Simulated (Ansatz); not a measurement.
`[SiH3]N([SiH3])[SiH2]Cl` + `BN[SiH3]` → `BN([SiH3])[SiH3]` + `[SiH3]N[SiH2]Cl` at 298.15 K and 1 bar (ligand exchange at the Si–N bond).

Isolated molecules relaxed with PBE0-D4/def2-TZVP in Ansatz; ΔE leaves out vibrations. CCSD(T)/CBS adds triple-zeta CCSD(T) − MP2 to the extrapolated MP2 energy (def2 sets, frozen cores). Each species was taken in one conformer, which may not be the lowest.

```csv
species,CCSD(T)/CBS energy (Eh),H − E (kJ/mol),S (J/(mol·K))
`[SiH3]N([SiH3])[SiH2]Cl`,-1386.64781,227.3,407.6
`BN[SiH3]`,-372.22946,182.4,292.7
`BN([SiH3])[SiH3]`,-662.52490,227.7,348.6
`[SiH3]N[SiH2]Cl`,-1096.34659,180.1,353.5
```

H − E and S are ideal-gas, rigid-rotor, harmonic terms from PBE0-D4/def2-TZVP, for one conformer and one mirror image of each species. 1 Eh = 2625.50 kJ/mol, R = 8.31446 J/(mol·K).

Question: By hand: ΔE, ΔH, ΔS and ΔG.

Answer: ΔE = (-662.52490) + (-1096.34659) − (-1386.64781) − (-372.22946) = 0.00578 Eh = 15.2 kJ/mol. Δ(H − E) = 227.7 + 180.1 − 227.3 − 182.4 = -1.9, so ΔH = 13.3 kJ/mol. ΔS = 348.6 + 353.5 − 407.6 − 292.7 = 1.8 J/(mol·K). ΔG = 13.3 − 298.15 × (1.8)/1000 = 12.8 kJ/mol.

Question: By hand: the equilibrium constant, and the temperature at which ΔG would vanish if ΔH and ΔS stayed fixed.

Answer: log₁₀ K = −ΔG/(RT ln 10) = -2.2. ΔG = 0 at ΔH/ΔS = 7389 K, far beyond where these terms or the molecules hold.

The number of gas molecules stays the same, so ΔS is small and ΔH decides. A doubt of 5 kJ/mol in ΔE shifts log₁₀ K by 0.9 here. Other conformers and mirror images would add mixing entropy, several J/(mol·K) or more a flexible species. Modes under 60 cm⁻¹, often nearly free rotors, make the harmonic entropy too high. These are equilibria of isolated gas molecules and say nothing of rates. Largest T1 diagnostic: 0.013 (customary marks: 0.02 for closed shells, 0.045 for open ones).
